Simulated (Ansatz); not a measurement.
The cluster Ti2Cl, relaxed as a doublet with UKS r2SCAN-D4/def2-TZVP in Ansatz, starting from the GFN1-xTB geometry. Force threshold 0.02 eV/Å.

The charge 0 doublet is spin-contaminated (final ⟨S²⟩ up to 2.96, 0.75 for a pure state). At r2SCAN-D4/def2-TZVP a quartet of charge 0 lies 0.07 eV below the doublet, each at its own geometry. The structure comes from a short search, and lower isomers may exist.

Start:

```
atom   x (Å)   y (Å)   z (Å)
 Ti1   0.373  -0.802   2.077
 Ti2   0.274   0.489  -0.065
 Cl3  -0.647   0.313  -2.011
```

(1) Estimate the energy that the relaxation releases and the steps that it takes.

(2) Does the start keep its bonding and symmetry?

(3) Predict the relaxed structure.

## Answers

(1) 0.18 eV, in 7 steps; 39 s on 4 threads of Arm Neoverse V1 on a shared host. No frequencies were taken in this run, so the end may be a saddle point.

(2) By distances, no bond broke or formed. The bond that changes most is Ti1–Ti2, from 2.50 to 2.72 Å (atoms count from 1). Point group Cs at the start, Cs at the end, both within 0.05 Å.

(3) 
Cartesian coordinates in Å:
```
Ti 0.242 -0.933 1.957
Ti 0.473 0.832 -0.095
Cl -0.715 0.101 -1.862
```
Bond lengths (bridged metal pairs left out): 1 × Ti–Ti 2.72 Å; 1 × Cl–Ti 2.25 Å.
